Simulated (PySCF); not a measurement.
Mo(O)2(OH) (HMoO3), SMILES [O]=[Mo+](=[O])[OH], charge +1, multiplicity 1. Heavy atoms are numbered as in [Mo+:1](=[O:2])(=[O:3])[OH:4]. Hydrogens are named by the atom that carries them.

Coordinates come from a PBE0-D3(BJ)/def2-SVP optimisation. The multiplicity is an assumed one; other spin states were not compared. The isomer is the one that the SMILES or the coordinates give; other isomers of the formula were not compared. The def2 effective core potentials stand for the cores of Mo; spin–orbit coupling is left out. One conformer was computed; it need not be the lowest.

Method: PySCF with CAM-B3LYP/def2-TZVPD.

Mulliken values depend strongly on the basis, most of all with diffuse functions as here. ESP charges are fitted to the potential on shells at 1.4 to 2.0 van der Waals radii. Atomic charges (e), one atom of each kind:

| atom | ESP fit | Mulliken |
|---|---|---|
| Mo1 | 2.17 | 2.47 |
| O2 | -0.45 | -0.54 |
| O4 (OH) | -0.83 | -0.73 |
| H on O4 | 0.55 | 0.34 |
